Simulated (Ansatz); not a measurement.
`[Cl][Zr]([Cl])([Cl])[Br]` + HBr → `[Cl][Zr]([Cl])([Br])[Br]` + HCl at 500 K and 1 bar (ligand exchange at a Zr–Cl bond).

Gas-phase electronic energies from Ansatz, PBE0-D4/def2-TZVP geometries. CBS: MP2 limit from def2 TZ/QZ plus the TZ coupled-cluster correction, frozen cores. This one scheme is used for every species. Elements past krypton have def2 core potentials. For Br, Zr outer-core shells are correlated without core-valence functions, which leaves a few kJ/mol of doubt a bond. Scalar relativity is left out up to krypton.

```
                   species  CCSD(T)/CBS energy (Eh)  H − E (kJ/mol)  S (J/(mol·K))
`[Cl][Zr]([Cl])([Cl])[Br]`              -3999.95269            55.9          444.4
                       HBr              -2573.91920            30.5          213.7
`[Cl][Zr]([Cl])([Br])[Br]`              -6113.49206            55.6          459.6
                       HCl               -460.38127            32.5          201.9
```

H − E and S are ideal-gas, rigid-rotor, harmonic terms from PBE0-D4/def2-TZVP. 1 Eh = 2625.50 kJ/mol, R = 8.31446 J/(mol·K).

By hand: ΔE, ΔH, ΔS and ΔG.

ΔE = (-6113.49206) + (-460.38127) − (-3999.95269) − (-2573.91920) = -0.00144 Eh = -3.8 kJ/mol. Δ(H − E) = 55.6 + 32.5 − 55.9 − 30.5 = 1.7, so ΔH = -2.1 kJ/mol. ΔS = 459.6 + 201.9 − 444.4 − 213.7 = 3.4 J/(mol·K). ΔG = -2.1 − 500 × (3.4)/1000 = -3.8 kJ/mol.

By hand: the equilibrium constant, and the temperature at which ΔG would vanish if ΔH and ΔS stayed fixed.

log₁₀ K = −ΔG/(RT ln 10) = 0.4. ΔH and −TΔS have one sign here, so there is no such temperature.

TΔS isn't small against ΔH here. The sign of ΔG lies within the doubt. A doubt of 5 kJ/mol in ΔE shifts log₁₀ K by 0.5 here. These are equilibria of isolated gas molecules and say nothing of rates. Largest T1 diagnostic: 0.014 (customary marks: 0.02 for closed shells, 0.045 for open ones).

ΔS is within the doubt of such terms, so its sign, and with it that verdict, could turn.
